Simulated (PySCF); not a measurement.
**Dipole moment and polarisability of `CP(CP)CCC#N`**

C₅H₁₁NP₂.
Structure used (PBE0-D3(BJ)/def2-SVP), in Å, numbered top down from 1:
```
atom  x, y, z in Å
C1    -0.0313   -2.1546    0.3168
P2    -0.1778   -0.6424   -0.7371
C3    -1.8279   -0.0254   -0.1454
P4    -2.2596    1.6042   -0.9524
C5     0.9095    0.5227    0.2238
C6     2.3928    0.2980   -0.0756
C7     3.2590    1.2018    0.6722
N8     3.9316    1.9215    1.2794
H9    -0.7567   -2.9069   -0.0281
H10    0.9718   -2.5939    0.2039
H11   -0.2138   -1.9451    1.3835
H12   -1.8124    0.1281    0.9479
H13   -2.5771   -0.8007   -0.3677
H14   -3.6157    1.6702   -0.5078
H15   -2.6062    1.0800   -2.2344
H16    0.7156    0.4271    1.3059
H17    0.6235    1.5465   -0.0676
H18    2.5916    0.4323   -1.1516
H19    2.6956   -0.7337    0.1698
```

Level: B3LYP/def2-SVPD (PySCF), static field, nuclei fixed, core orbitals frozen in the response. The polarisability tensor in these axes (au):

```
x   136.35   0.77  13.16
y     0.77 120.96  -0.14
z    13.16  -0.14 101.58
```

Give the principal values, the mean and the anisotropy Δα = √{½[(α1 − α2)² + (α2 − α3)² + (α1 − α3)²]}.

Principal values 97.16, 120.94 and 140.79 au; mean 119.63 au = 17.73 Å³ = 19.72 × 10⁻⁴⁰ C²·m²/J; Δα = 37.84 au (32 % of the mean).

What is the dipole moment, and where does it point?

(-3.35, -3.45, -0.69) D, 4.86 D in size, pointing from the negative to the positive side. Measured along this direction, the outermost atoms are N8 at the negative end and H9 at the positive end.

Traceless (Buckingham) quadrupole moment about the centre of nuclear charge: eigenvalues?

-23.98, 10.95, 13.03 D·Å. The values depend on the origin, since the dipole doesn't vanish. The electronic extent ⟨r²⟩ about the same centre is 2046 bohr², a root-mean-square distance of 2.71 Å for the 78 electrons.

What would n − 1 = 2πNα be for an ideal gas of these molecules at 400 K and 1 atm, electronic part alone?

N = p/kT = 1.8347 × 10¹⁹ cm⁻³, so n − 1 = 2π × N × 17.73 × 10⁻²⁴ cm³ = 2044 × 10⁻⁶ at long wavelengths, for an ideal gas.

Directions of the eigenvectors, and the extent of the frame along each?

Largest value along (0.95, 0.03, 0.32), where the nuclei span 7.73 Å; middle along (-0.03, 1.00, -0.03), 4.66 Å; least along (-0.32, 0.02, 0.95), 3.39 Å. The response follows the extents in order.

Isolated species at its PBE0-D3(BJ)/def2-SVP geometry (one conformer only).
